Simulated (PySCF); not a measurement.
# Where the electron goes

C5H14BP.
Z-matrix (Å and degrees, PBE0-D3(BJ)/def2-SVP geometry), rows numbered from 1:
```
C 
C   1  1.5132
C   2  1.5437  1  119.16
C   3  1.5493  2   89.29  1   139.35
B   4  1.6093  3  117.57  2   103.92
P   5  1.9520  4  113.41  3   -51.78
C   2  1.5437  1  119.10  3   106.05
H   1  1.1021  2  111.52  3  -172.81
H   1  1.1022  2  110.62  3   -53.07
H   1  1.1021  2  111.53  3    66.70
H   2  1.1067  1  108.51  3  -126.96
H   3  1.1036  2  117.61  1   -99.07
H   3  1.1027  2  110.87  1    25.28
H   4  1.1030  3  113.77  2  -131.67
H   5  1.2283  4  115.49  3  -165.24
H   5  1.2283  4  115.47  3    61.74
H   6  1.4185  5  120.56  4   -62.20
H   6  1.4185  5  120.59  4    62.71
H   6  1.4151  5  112.74  4  -179.74
H   7  1.1036  2  117.62  1    99.00
H   7  1.1027  2  110.85  1   -25.32
```

Method used: TDDFT CAM-B3LYP/def2-SVPD, vertical, gas phase, core orbitals frozen in the response in PySCF.

Kohn–Sham orbitals with the atoms that hold most of them (Löwdin shares over 4%, at most four atoms; ? is withheld):

| orbital | ε (eV) | atoms |
| --- | --- | --- |
| HOMO-3 | -9.76 | C2 21%, C7 17%, C3 17%, B5 8% |
| HOMO-2 | -9.19 | B5 20%, C4 16%, C7 13%, C3 13% |
| HOMO-1 | -9.13 | ? |
| HOMO | -8.92 | ? |
| LUMO | ? | P6 23%, H18 14%, H17 14%, H19 13% |
| LUMO+1 | 1.30 | P6 29%, B5 20%, H19 13%, H17 8% |
| LUMO+2 | 1.50 | P6 37%, H18 16%, H17 16%, H19 6% |

(1) Which atoms hold the HOMO-1, and with what shares?

(2) Which atoms hold the HOMO, and with what shares?

(3) What is the LUMO energy, and the HOMO–LUMO gap?

## Answers

(1) C4 (bonded to B, 2 C and H) 21%; H14 (bonded to C) 13%; C2 (bonded to 3 C and H) 11%; P6 (bonded to B and 3 H) 10%. By element: carbon 32% or more, hydrogen 13% or more, phosphorus 10%.

(2) C4 (bonded to B, 2 C and H) 26%; B5 (bonded to C, P and 2 H) 22%; C7 (bonded to 2 C and 2 H) 10%; C3 (bonded to 2 C and 2 H) 10%. By element: carbon 46% or more, boron 22%.

(3) ε(LUMO) = 0.75 eV; the gap is 9.67 eV (0.3553 hartree).

**Question.** How does S1 compare with the orbital gap of 9.67 eV?

**Answer.** S1 is at 7.15 eV (f = 0.0069), 2.52 eV below the gap, made of HOMO→LUMO (95%). Without the coupling terms of the response equations the lowest excitation would equal the gap.

**Question.** Give energy, strength and leading configuration of S1, S4, S5 and S6, and follow the Löwdin shares of the leading atoms from the occupied to the empty orbital.

**Answer.** 
- S1 (7.15 eV, f 0.0069), HOMO→LUMO (95%): C4 26% → at most 14%, B5 22% → at most 14%, P6 at most 11% → 23%, H18 at most 11% → 14%
- S4 (7.32 eV, f 0.014), HOMO-2→LUMO (93%): B5 20% → at most 14%, C4 16% → at most 14%, P6 at most 13% → 23%, H18 at most 13% → 14%
- S5 (7.43 eV, f 0.014), HOMO-2→LUMO+1 (86%): B5 20% → 20%, C4 16% → at most 8%, P6 at most 13% → 29%
- S6 (7.47 eV, f 0.031), HOMO-1→LUMO+1 (77%): C4 21% → at most 8%, H14 13% → at most 8%, P6 10% → 29%, B5 at most 10% → 20%

Löwdin shares depend on the basis, the more so with diffuse functions.

On Arm Neoverse V2, one thread, no GPU (shared host), this took 69 s wall.

One conformer stands for the species.
